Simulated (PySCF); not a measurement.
Geometry (Å), atoms numbered from 1 in this order:
```xyz
18

C     2.896   -0.017   -0.936
O     1.595   -0.049   -0.447
Si    1.092   -0.691    0.965
Si   -1.134   -0.182    0.668
Si   -1.553    2.109    0.535
Si   -2.123   -1.370   -1.079
H     2.887    0.484   -1.905
H     3.289   -1.029   -1.057
H     3.552    0.531   -0.256
H     1.834   -0.073    2.079
H     1.504   -2.105    1.037
H    -1.780   -0.655    1.921
H    -0.780    2.909    1.493
H    -2.959    2.448    0.782
H    -1.237    2.654   -0.789
H    -1.603   -0.954   -2.385
H    -1.914   -2.821   -1.011
H    -3.576   -1.184   -1.152
```

PySCF 2.14.0 with density-fitted response routines calculation with coordinates at the GFN2-xTB level and shielding tensors at PBE0/pcSseg-1 (GIAO); gas phase, averaged over atoms made equivalent by symmetry, fast rotation or ring inversion, one conformer, non-relativistic.

Shifts are taken against calculated references (same method and geometry level): 13C (186.93 ppm) and 1H (31.72 ppm) and 29Si (349.16 ppm) vs TMS; H2O for 17O (336.08 ppm).

```tsv
atoms	nucleus	count	δ (ppm)
Si5/Si6	29Si	2	-111.0
H7/H8/H9	1H	3	3.67
C1	13C	1	56.7
H13/H14/H15/H16/H17/H18	1H	6	3.64
O2	17O	1	?
Si4	29Si	1	-146.4
Si3	29Si	1	-11.9
H12	1H	1	?
H10/H11	1H	2	?
```

**Question.** Complete the table.

**Answer.** 
- H10/H11: 5.38 ppm, hydrogen on a silicon bonded to O, Si
- H12: 2.91 ppm, hydrogen on a silicon bonded to 3 Si
- O2: -4.5 ppm, oxygen bonded to C, Si

Shifts are as computed. Against solution values, carbons near 30 ppm lie about +3 ppm off and those near 130 ppm about +5 ppm. Of 1211 compounds with measured shifts, 218 miss one by over three times the rms of a fit or turn the order of signals round; such compounds aren't used in these exercises. Experimental scales use liquid or dissolved standards, which lie at an offset from isolated H2O (liquid H2O: subtract about 36 ppm).
